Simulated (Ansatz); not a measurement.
Series SiH3X: PBE-D4/def2-TZVP single points in Ansatz on relaxed structures, gas phase. Core potentials for I, no spin–orbit coupling. Binding counts from free atoms in the multiplicity of their measured ground term, without zero-point energy. A dash marks a value that wasn't run or was left out as unsound. The structures are stationary points that may keep the symmetry of their start. Remarks come from the PBE and PBE0 runs and from stability tests at other levels; not every state was tested. HOMO above LUMO (over both spins in singlets and doublets, within one spin in higher multiplets; at PBE or PBE0), or a gap under 0.15 eV within one spin, warns that the state may not be the lowest or that an electron is smeared out.

| species | atoms | state | geometry | HOMO (eV) | LUMO (eV) | gap (eV) | vertical IE (eV) | vertical triplet (eV) | binding per atom (eV) | point group (within 0.1 Å) | remarks |
| --- | --- | --- | --- | --- | --- | --- | --- | --- | --- | --- | --- |
| SiIH3 (SiH3I) | 5 | singlet | r2SCAN-D4/def2-TZVP | -6.60 | -1.66 | 4.95 | 9.83 | 5.03 | 2.64 | C3v | gap within one spin near zero at PBE or PBE0 (+1 doublet), gap within one spin near zero at PBE or PBE0 (triplet) |
| SiClH3 (SiH3Cl) | 5 | singlet | r2SCAN-D4/def2-TZVP | -7.65 | -0.97 | 6.68 | – | – | 2.89 | C3v | gap within one spin near zero at PBE or PBE0 (+1 doublet), HOMO above LUMO (+1 doublet), gap within one spin near zero at PBE or PBE0 (triplet), HOMO above LUMO (triplet) |
| SiFH3 (SiH3F) | 5 | singlet | PBE0-D4/def2-TZVP | -8.30 | -1.01 | 7.29 | – | – | 3.24 | C3v | gap within one spin near zero at PBE or PBE0 (+1 doublet), HOMO above LUMO (+1 doublet), gap within one spin near zero at PBE or PBE0 (triplet), HOMO above LUMO (triplet) |
| SiBrH3 (SiH3Br) | 5 | singlet | PBE-D4/def2-TZVP | -7.20 | -1.31 | 5.89 | – | – | 2.77 | C3v | gap within one spin near zero at PBE or PBE0 (+1 doublet), HOMO above LUMO (+1 doublet), gap within one spin near zero at PBE or PBE0 (triplet), HOMO above LUMO (triplet) |
| Si(SH)H3 (SiH4S) | 6 | singlet | PBE-D4/def2-TZVP | -6.28 | -0.79 | 5.49 | 9.71 | 5.42 | 2.90 | Cs | gap within one spin near zero at PBE or PBE0 (triplet) |
| Si(OH)H3 (SiOH4) | 6 | singlet | r2SCAN-D4/def2-TZVP | -7.21 | -0.84 | 6.37 | 10.92 | 6.27 | 3.29 | Cs | – |
| Si(CN)H3 (CH3NSi) | 6 | singlet | PBE0-D4/def2-TZVP | -8.53 | -1.61 | 6.92 | – | 6.10 | 3.91 | C3v | gap within one spin near zero at PBE or PBE0 (+1 doublet), HOMO above LUMO (+1 doublet) |
| Si(CCH)H3 (C2H4Si) | 7 | singlet | PBE0-D4/def2-TZVP | -7.11 | -1.05 | 6.06 | 10.45 | 5.20 | 3.90 | C3v | gap within one spin near zero at PBE or PBE0 (+1 doublet) |
| Si(NCS)H3 (CH3NSSi) | 7 | singlet | PBE-D4/def2-SVP | -6.42 | -1.62 | 4.79 | 9.48 | 4.36 | 3.93 | C3v | – |
| Si(NH2)H3 (SiNH5) | 7 | singlet | PBE0-D4/def2-TZVP | -5.99 | -0.47 | 5.51 | 9.66 | 5.55 | 3.18 | Cs | – |
| Si(NCO)H3 (CH3NOSi) | 7 | singlet | r2SCAN-D4/def2-TZVP | -7.34 | -0.72 | 6.61 | 10.60 | 6.43 | 4.27 | – | gap within one spin near zero at PBE or PBE0 (+1 doublet) |
| Si(SiH3)H3 (Si2H6) | 8 | singlet | PBE-D4/def2-TZVP | -7.27 | -0.59 | 6.68 | 10.38 | 6.12 | 2.84 | – | – |
| Si(GeH3)H3 (SiGeH6) | 8 | singlet | PBE0-D4/def2-TZVP | -7.20 | -0.46 | 6.74 | 10.27 | 6.38 | 2.71 | C3 | gap within one spin near zero at PBE or PBE0 (triplet) |
| SiMeH3 (CH6Si) | 8 | singlet | r2SCAN-D4/def2-TZVP | -7.90 | -0.09 | 7.82 | 11.28 | – | 3.38 | C3v | gap within one spin near zero at PBE or PBE0 (+1 doublet), gap within one spin near zero at PBE or PBE0 (triplet), HOMO above LUMO (triplet) |

The gap (eV) runs from 4.79 (Si(NCS)H3) to 7.82 (SiMeH3). The vertical IE (eV) runs from 9.48 (Si(NCS)H3) to 11.28 (SiMeH3). The vertical triplet (eV) runs from 4.36 (Si(NCS)H3) to 6.43 (Si(NCO)H3).
